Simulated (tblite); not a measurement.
Compound: C₅H₉O₂ (doublet state).
Numbering: `[CH3:1][CH:2][CH2:3][CH2:4][C:5](=[O:6])[OH:7]` (hydrogens: H8, H9, H10 on C1; H11 on C2; H12, H13 on C3; H14, H15 on C4; H16 on O7)

Structure used (GFN2-xTB), in Å, numbered top down from 1:
```
atom  x, y, z in Å
C1     2.3638    0.5148    0.5711
C2     1.5077   -0.4186   -0.1885
C3     0.0897   -0.1326   -0.4575
C4    -0.8069   -0.4976    0.7715
C5    -2.2428   -0.2519    0.4201
O6    -3.0317   -1.0852    0.0586
O7    -2.5640    1.0503    0.5036
H8     3.3532    0.5914    0.1151
H9     1.9185    1.5061    0.6176
H10    2.5267    0.1640    1.5974
H11    1.8799   -1.4124   -0.3729
H12   -0.0596    0.9306   -0.6617
H13   -0.2665   -0.7146   -1.3102
H14   -0.6721   -1.5497    1.0172
H15   -0.5198    0.1290    1.6144
H16   -3.4838    1.1855    0.2277
```

The geometry is computed with GFN2-xTB (gas phase). This method treats the open shell by occupation alone, without spin polarisation.

Take the most abundant isotopes and a rigid rotor. The values belong to one conformer with, in the numbering `[CH3:1][CH:2][CH2:3][CH2:4][C:5](=[O:6])[OH:7]`, C1–C2–C3–C4 -81°, C2–C3–C4–C5 -177°, C3–C4–C5–O6 98°, C4–C5–O7–H 177°.

(1) What are A, B and C (MHz)?

(2) Classify the top.

(3) Is it planar, by Δ = Ic − Ia − Ib?

(4) Give the other two planar moments, Paa and Pbb, and the rms extents of the mass along the axes.

Results:

(1) Ia = 76.27, Ib = 419.78, Ic = 457.11 u·Å²; 505379 MHz·u·Å²/I gives A = 6626, B = 1204, C = 1106 MHz.

(2) A near-prolate asymmetric top: κ = (2 × 1204 − 6626 − 1106)/(6626 − 1106) = -0.96.

(3) Not planar: Δ = Ic − Ia − Ib = -38.94 u·Å². For a rigid frame Δ = −2 Σ m c², so Σ m c² = 19.47 u·Å² lies off the ab plane: 8.02 from hydrogen and 11.45 from heavier atoms. The atom farthest from that plane is 1.33 Å away.

(4) Paa = Σ m a² = (Ib + Ic − Ia)/2 = 400.31 and Pbb = Σ m b² = (Ia + Ic − Ib)/2 = 56.81 u·Å². With the mass M = 101.06 u, the rms extents √(P/M) along a, b and c are 1.99, 0.75, 0.44 Å.

For this open shell read J as N, the rotation without spin; fine and hyperfine splittings come on top. Its GFN2-xTB frequencies are all real (lowest 31 cm⁻¹). Constants of a rigid frame at the computed geometry: no zero-point averaging, no centrifugal distortion.
